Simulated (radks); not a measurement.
Neutral silicon inside a hard spherical wall (all orbitals vanish at R), configuration held at [Ne] 3s2 3p2 and not refilled when levels cross. All-electron calculation, scalar-relativistic Kohn-Sham, PBE, spin-polarised, spherical densities, finite nucleus; open shells are filled with parallel spins first; Fermi nuclear charge, rms radius 3.1224 fm. Program: a radial shooting solver on a logarithmic mesh with Libxc functionals. Eigenvalues in eV for spin up, with the zero of energy where the potential of the charges vanishes at infinity; a dash marks a level that is unbound or too diffuse for the functional's potential to be trusted. A positive occupied level is held by the wall or, in an anion where self-interaction has pushed it up, behind a barrier. The pressure on the wall is -dE/dV.

| R (bohr) | E (hartree) | kinetic (hartree) | e(2s) | e(2p) | e(3s) | e(3p) | e(4s, empty) | e(4p, empty) | pressure (GPa) |
|---|---|---|---|---|---|---|---|---|---|
| free | -289.86592 | 290.587 | -139.31 | -95.394 | -11.374 | -4.621 | - | - | 0 |
| 20 | -289.86592 | 290.587 | -139.31 | -95.394 | -11.374 | -4.621 | - | - | < 0.0001 |
| 15 | -289.86592 | 290.587 | -139.31 | -95.394 | -11.374 | -4.621 | -0.423 | 0.523 | < 0.0001 |
| 6 | -289.83943 | 290.749 | -138.11 | -94.190 | -10.596 | -3.691 | 6.360 | 10.463 | 2.07 |
| 5 | -289.77501 | 291.065 | -136.38 | -92.451 | -9.469 | -2.247 | 12.987 | 18.407 | 10.8 |
| 3.5 | -289.19798 | 293.192 | -128.24 | -84.276 | -2.850 | 6.067 | 44.386 | 52.387 | 180 |
| 2.5 | -286.87263 | 299.717 | -112.79 | -68.701 | 17.815 | 29.859 | 122.50 | 130.31 | 1820 |
| 1.5 | -270.06808 | 338.683 | -65.580 | -19.178 | 149.39 | 159.75 | 489.56 | 466.20 | 47100 |
